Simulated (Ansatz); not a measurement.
Computed with Ansatz on PBE0-D4/def2-TZVP structures; ΔE is electronic, products minus reactants. CBS: MP2 limit from def2 TZ/QZ plus the TZ coupled-cluster correction, frozen cores. This one scheme is used for every species, atoms too. Functionals use def2-TZVPP. Open shells (•) are unrestricted, without spin–orbit coupling. Spin–orbit coupling would lower the free atoms: a little for F. Bonds to Ge are less sure, by a few kJ/mol each and by 10 to 20 or more in all where they break to atoms, as the def2 sets lack core-valence functions. Scalar relativity is left out up to krypton.

`[CH3][GeH3]` + F• → `[CH2][GeH3]`• + H–F  (hydrogen abstraction from a C–H bond)

| species | BLYP-D4 energy (Eh) |
| --- | --- |
| `[CH3][GeH3]` | -2118.75413 |
| F• | -99.76086 |
| `[CH2][GeH3]`• | -2118.08584 |
| H–F | -100.48156 |

Question: Work out ΔE.

Answer: ΔE = (-2118.08584) + (-100.48156) − (-2118.75413) − (-99.76086) = -0.05241 Eh = -32.9 kcal/mol. CCSD(T)/CBS gives -31.9 kcal/mol.

Question: What do rigid-rotor, harmonic-oscillator terms from PBE0-D4/def2-TZVP frequencies (298.15 K, 1 bar) make of the CCSD(T)/CBS value? (An estimate is asked.)

Answer: Ansatz gave: ΔZPE = -2.9 kcal/mol, ΔH = -34.0 kcal/mol, ΔS = 40 J/(mol·K), ΔG = -36.9 kcal/mol. Open shells count their whole term as degenerate. Modes under 50 cm⁻¹ make the entropy rough.

Largest T1 diagnostic among the species: 0.012.

From PBE to PBE0 (25 % exact exchange), in def2-TZVPP and without D4, ΔE moves by +4.5 kcal/mol. At CCSD(T), def2-SVP lies +9.4 kcal/mol from the extrapolated value and def2-TZVPP +2.7 kcal/mol. Leaving LDA and LC-ωPBE aside and taking each functional with its dispersion term where it has one, the values, not all of them listed here, spread over 9.5 kcal/mol, from PBE-D4 to BHLYP-D4. LDA lies −7.5 kcal/mol from PBE without D4.
